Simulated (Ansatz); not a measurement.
One change: `CC[Se][SiH3]` becomes `CCS[SiH3]`.

Ansatz, PBE0-D4/def2-TZVP geometries, multiplicity 1. Each molecule was computed in one conformer, which needn't be the lowest.

Scalar relativity is left out up to krypton.

```tsv
property	`CC[Se][SiH3]`
size of the dipole moment (ωB97M-V/def2-TZVPP) / D	1.50
size of the dipole moment (B3LYP/def2-TZVPP) / D	1.51
HOMO energy (PBE0/def2-TZVPP) / eV	-6.56
HOMO energy (B3LYP/def2-TZVPP) / eV	-6.33
HOMO–LUMO gap (PBE0/def2-TZVPP) / eV	6.47
LUMO energy (PBE/def2-TZVPP) / eV	-0.95
```

Q: What does the change do to each property? (Best estimate.)

A: Ansatz gave: 
| property | `CCS[SiH3]` | shift |
| --- | --- | --- |
| size of the dipole moment (ωB97M-V/def2-TZVPP) / D | 1.50 | 0.00 |
| size of the dipole moment (B3LYP/def2-TZVPP) / D | 1.51 | 0.00 |
| HOMO energy (PBE0/def2-TZVPP) / eV | -6.90 | -0.34 |
| HOMO energy (B3LYP/def2-TZVPP) / eV | -6.66 | -0.33 |
| HOMO–LUMO gap (PBE0/def2-TZVPP) / eV | 7.11 | 0.64 |
| LUMO energy (PBE/def2-TZVPP) / eV | -0.67 | 0.28 |

With PBE0 the HOMO falls by 0.34 eV and the LUMO rises by 0.30 eV, so the gap widens by about 0.64 eV. PBE moves the HOMO by -0.27 eV and ωB97M-V by -0.37 eV. Dipoles are sizes alone; their direction can turn.

B3LYP here is the variant with VWN-RPA as its local correlation; programs differ in this.

Spin–orbit coupling is left out; it splits and shifts lone-pair levels of the heavy atoms by tenths of an eV.
